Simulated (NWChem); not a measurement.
# CH₅BFN; SMILES CNBF

```xyz
9

B     -0.4467    -0.6825     0.0000
F      0.1220    -1.9013     0.0000
H     -1.6395    -0.5938     0.0000
N      0.3653     0.4531     0.0000
C     -0.0845     1.8349     0.0000
H      1.3718     0.3295     0.0000
H      0.2654     2.3766    -0.8886
H      0.2654     2.3766     0.8886
H     -1.1772     1.8537     0.0000
```
Atoms are numbered in this order, from 1.

Computed with NWChem. Coordinates come from a B3LYP/6-31G* (spherical d) optimisation.

For level B3LYP/def2-SVP:

| Property | Value |
|---|---|
| highest occupied level (eV) | -7.38 |
| orbital gap (eV) | 8.42 |

Q: How do the values read with level OLYP/def2-SVP instead?

A: The highest occupied level (eV) is -6.12 and the orbital gap (eV) is 6.53.
